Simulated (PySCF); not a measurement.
Gas-phase reaction: 2 WCl6 + 2 ClO ⇌ 2 WOCl4 + 3 Cl2

Energies from PySCF (xtb for GFN2), thermal terms from the rigid-rotor harmonic-oscillator model, ideal gas at 1 bar. † marks an energy on the PBE0/def2-TZVP geometry and frequencies; other levels use their own. Open shells (unrestricted): ClO (multiplicity 2); the rest are closed-shell singlets. GFN2 has no spin-polarisation term. Spin-orbit splitting is ignored; it lowers the true energy and changes the entropy of ClO. B3LYP is the form with VWN-RPA correlation. W: scalar-relativistic def2 core potential, no spin-orbit coupling.

```tsv
level	ΔH°(298 K), kJ
B3LYP/def2-TZVP†	-408
BLYP/def2-TZVP†	…
GFN2-xTB	…
M06-2X/def2-TZVP†	…
PBE/def2-SVP	-329
PBE/def2-TZVP†	-356
PBE0/def2-QZVP†	…
r2SCAN/def2-TZVP†	-323
LDA/def2-TZVP†	-316
ωB97X-V/def2-TZVP†	-436
```

**Question.** Some entries are withheld; supply them.

**Answer.** 
- BLYP/def2-TZVP†, ΔH°(298 K), kJ: -390
- GFN2-xTB, ΔH°(298 K), kJ: -199
- M06-2X/def2-TZVP†, ΔH°(298 K), kJ: -464
- PBE0/def2-QZVP†, ΔH°(298 K), kJ: -386
